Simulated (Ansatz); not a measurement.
Gas-phase electronic energies from Ansatz, PBE0-D4/def2-TZVP geometries. CBS: MP2 limit from def2 TZ/QZ plus the TZ coupled-cluster correction, frozen cores. This one scheme is used for every species. Functionals use def2-TZVPP. One conformer a species, not always the lowest.

Reaction (formal loss of a carbene): `FC(F)OC(F)F` → `F[C]F` + `OC(F)F`

`FC(F)OC(F)F`:

Z-matrix (Å, degrees):
```
C
F 1 1.343
O 1 1.371 2 110.6
F 1 1.331 2 108.0 3 -116.7
H 1 1.097 2 108.6 3 124.1
C 3 1.371 1 116.4 2 85.6
F 6 1.332 3 107.0 1 156.2
F 6 1.343 3 110.6 1 -86.5
H 6 1.097 3 112.7 1 35.2
```

`F[C]F`:

Cartesian coordinates in Å:
```
F -0.276 -0.971 -0.321
C -0.380 0.139 0.338
F 0.656 0.832 -0.017
```

`OC(F)F`:

Z-matrix (Å, degrees):
```
C
F 1 1.355
F 1 1.355 2 105.7
O 1 1.346 2 111.4 3 -121.2
H 1 1.091 2 109.4 3 117.7
H 4 0.966 1 108.8 2 58.9
```

```json
{"level": "B97M-V", "ΔE (eV)": "2.32"}
{"level": "PBE0-D4", "ΔE (eV)": "2.51"}
{"level": "ωB97M-V", "ΔE (eV)": "2.27"}
{"level": "BLYP", "ΔE (eV)": "1.98"}
{"level": "r2SCAN", "ΔE (eV)": "2.45"}
{"level": "RPA@PBE/def2-TZVPP", "ΔE (eV)": "2.10"}
{"level": "CCSD(T)/def2-SVP", "ΔE (eV)": "2.38"}
{"level": "MP2/CBS(def2)", "ΔE (eV)": "2.46"}
```

(1) What does CCSD(T)/CBS give? (Estimate.)

Largest T1 diagnostic among the species: 0.017.

Answers

(1) Computed: +2.28 eV. The listed levels differ from it by 0.04, 0.23, -0.01, -0.30, 0.17, -0.18, 0.10, 0.18 eV.

The D4 term adds +0.10 eV with B3LYP and +0.06 eV with PBE0; it sums over pairs of atoms, weighted by their polarisabilities, and B3LYP, whose exchange is more repulsive, gets the larger term. From BLYP to BHLYP (50 % exact exchange), in def2-TZVPP and without D4, ΔE moves by +0.38 eV. Leaving LDA and LC-ωPBE aside and taking each functional with its dispersion term where it has one, the values, not all of them listed here, spread over 0.44 eV, from BLYP-D4 to r2SCAN0-D4. LDA lies +0.60 eV from PBE without D4.

B3LYP here is the variant with VWN-RPA as its local correlation; programs differ in this.
